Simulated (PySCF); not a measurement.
C₂H₄Cl₂Si₂, SMILES C([SiH](Cl)Cl)#C[SiH3]. Atoms are numbered in the order given.

```xyz
10

Si     3.7040    -0.0298     0.5796
C      1.8685    -0.1179     0.4650
C      0.6485    -0.1726     0.3822
Si    -1.1650    -0.2666     0.2803
Cl    -1.9302     1.6383     0.2567
Cl    -1.6852    -1.2315    -1.4556
H      4.2220     0.7552    -0.5759
H      4.2558    -1.4137     0.5470
H      4.0754     0.6373     1.8594
H     -1.7379    -1.0010     1.4290
```
Charge 0, spin multiplicity 1.

The structure is a stationary point at PBE0-D3(BJ)/def2-SVP. The structure was generated by enumeration, and PubChem lists no compound with its InChIKey, so it may never have been made.

Computed with PBE/def2-TZVP (PySCF).

ESP charges are fitted to the potential on shells at 1.4 to 2.0 van der Waals radii. Atomic charges (e):

```csv
atom,Mulliken,ESP fit,IAO,Löwdin
Si1,0.18,0.20,0.59,0.27
C2,-0.13,-0.16,-0.27,-0.17
C3,-0.15,0.04,-0.33,-0.19
Si4,0.49,-0.06,0.95,-0.38
Cl5,-0.18,-0.03,-0.28,0.27
Cl6,-0.18,-0.03,-0.28,0.27
H7,0.00,-0.02,-0.09,-0.02
H8,0.00,-0.02,-0.09,-0.02
H9,0.00,-0.02,-0.09,-0.02
H10,0.00,0.09,-0.11,-0.02
```

Task: Give the Mayer and Wiberg (Löwdin basis) orders of the bonds. (Estimate from the structure and the level; the computed values follow.)

Result: 
```csv
bond,Mayer,Wiberg
Si1–C2,1.02,1.22
C2–C3,2.50,2.79
C3–Si4,1.01,1.20
Si4–Cl5,1.21,1.86
Si4–Cl6,1.21,1.86
Si1–H7,0.93,0.94
Si1–H8,0.93,0.94
Si1–H9,0.93,0.94
Si4–H10,0.91,0.90
```
